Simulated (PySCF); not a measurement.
Calculation: PySCF 2.14.0 with B3LYP-D3(BJ)/def2-TZVP // PBE0-D4/def2-TZVP. All species are isolated molecules in the gas phase. One relaxed conformer stands for a flexible species; it need not be the lowest. B3LYP has the VWN-RPA correlation part, as in Gaussian. 

Reference species (SMILES): `O[SiH2]Br` (H–O–Si–Br torsion 58°) (neutral, multiplicity 1).

```yaml
HOMO: -8.16 eV
S1 oscillator strength: 0.000
```

Changed species: `OC[SiH2]O` (X = hydroxymethyl; the reference has X = bromo).

Problem. Predict the effect on the HOMO and S1 oscillator strength.

Solution. the HOMO increases by 0.84 eV, to -7.32 eV; the S1 oscillator strength stays essentially unchanged.
